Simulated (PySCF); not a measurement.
Compound: benzotrifluoride, C7H5F3.
Atom-mapped SMILES: `[F:1][C:2]([F:3])([F:4])[c:5]1[cH:6][cH:7][cH:8][cH:9][cH:10]1`

NICS = −σ at a ghost point: NICS(0) at the centroid of the ring atoms, NICS(1) 1 Å to either side along the normal of their mean plane, zz for the tensor component along that normal. Level: GIAO B97-2/pcSseg-2 (PySCF, non-relativistic, gas phase) on the PBE0-D3(BJ)/def2-TZVP geometry, one conformer.

Ring bond lengths (Å): C5–C6 1.387, C6–C7 1.386, C7–C8 1.387, C8–C9 1.387, C9–C10 1.385, C10–C5 1.388.

**Question.** What do the NICS probes read (ppm)?

**Answer.** 
| ring | type | NICS(0) | NICS(1), two faces | NICS(1)zz, two faces | rms pucker (Å) | centre to ring atoms, mean (Å) |
| --- | --- | --- | --- | --- | --- | --- |
| C5–C6–C7–C8–C9–C10 | 6-membered carbocycle; formal bonds all aromatic | -9.0 | -10.2 / -10.4 | -29.2 / -29.4 | 0.00 | 1.39 |

**Question.** What can be read from them?

**Answer.** 
- C5–C6–C7–C8–C9–C10: mean NICS(1)zz -29.3 ppm, shielded. The ring is flat and has no four-coordinate atom; by the NICS criterion it is aromatic.

**Question.** How equal are the bonds by HOMA? HOMA = 1 − mean of α(R − Ropt)² over the ring bonds, with Krygowski's 1993 parameters (CC: Ropt 1.388 Å, α 257.7 Å⁻²).

**Answer.** 
- C5–C6–C7–C8–C9–C10: HOMA 1.00 = 1 − EN − GEO, with mean bond length 1.387 Å, EN = α(Ropt − mean)² = 0.000 and GEO = α × variance = 0.000. The geometric and the magnetic index point the same way.

**Question.** How do the values depend on the level or the medium?

**Answer.** 
| level | NICS(0), C5–C6–C7–C8–C9–C10 | mean NICS(1)zz, C5–C6–C7–C8–C9–C10 |
| --- | --- | --- |
| B97-2/pcSseg-2, gas | -9.0 | -29.3 |
| KT3/pcSseg-2, gas | -8.9 | -28.3 |
| PBE0/pcSseg-2, gas | -8.9 | -29.5 |
| wB97X-D/pcSseg-2, gas | -8.8 | -29.5 |
| WP04/pcSseg-2, IEF-PCM chloroform | -9.4 | -28.6 |
| wB97X-D/pcSseg-2, IEF-PCM chloroform | -8.6 | -29.5 |

The geometry is the same throughout; the continuum's cavity takes Bondi-type radii × 1.2.

The values belong to the conformer `[F:1][C:2]([F:3])([F:4])[c:5]1[cH:6][cH:7][cH:8][cH:9][cH:10]1`: F1–C2–C5–C6 92°.
